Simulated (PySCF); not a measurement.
Al(H)2(NHMe) (CH6AlN), SMILES C[NH][AlH2]. Atoms are numbered in the order given.

```xyz
9

Al     0.1172    -1.2272     0.0000
H     -0.9370    -2.4009     0.0000
H      1.6833    -1.4204     0.0000
N     -0.5050     0.4311     0.0000
C      0.2366     1.6844     0.0000
H     -1.5035     0.5866     0.0000
H      0.0204     2.2928    -0.8847
H      0.0204     2.2928     0.8847
H      1.3081     1.4777     0.0000
```

Geometry optimised at B3LYP-D3(BJ)/def2-TZVP.

These are PBE0/pcJ-1 run with PySCF values and carry that method's errors.

Isotropic couplings with Fermi-contact, spin-dipole and both spin-orbit terms, one fixed conformer, no vibrational averaging. Isotopes: 13C, 14N, 1H.

| pair | bonds apart | J (Hz) |
|---|---|---|
| N4–C5 | 1 | ? |
| N4–H6 | 1 | 51.6 |
| C5–H7 | 1 | ? |
| C5–H8 | 1 | ? |
| C5–H9 | 1 | ? |
| H2–H3 | 2 | ? |
| H2–N4 | 2 | 7.2 |
| H3–N4 | 2 | 5.8 |
| N4–H7 | 2 | -0.7 |
| N4–H8 | 2 | -0.7 |
| N4–H9 | 2 | 1.0 |
| C5–H6 | 2 | ? |
| H7–H8 | 2 | ? |
| H7–H9 | 2 | ? |
| H8–H9 | 2 | ? |
| H2–C5 | 3 | 5.6 |
| H3–C5 | 3 | 1.3 |
| H3–H6 | 3 | 5.5 |
| H6–H7 | 3 | 3.2 |
| H6–H8 | 3 | 3.2 |
| H6–H9 | 3 | 16.6 |
| H2–H7 | 4 | -0.8 |
| H2–H8 | 4 | -0.8 |
| H2–H9 | 4 | -0.5 |
| H3–H7 | 4 | -1.0 |
| H3–H8 | 4 | -1.0 |

Problem. Fill in the missing entries. (The exact figures need the calculation; the answer reports its results.)

Solution. 
- N4–C5, J (Hz): 5.5
- C5–H7, J (Hz): 132.0
- C5–H8, J (Hz): 132.0
- C5–H9, J (Hz): 129.8
- H2–H3, J (Hz): 39.9
- C5–H6, J (Hz): -2.3
- H7–H8, J (Hz): -11.3
- H7–H9, J (Hz): -14.2
- H8–H9, J (Hz): -14.2
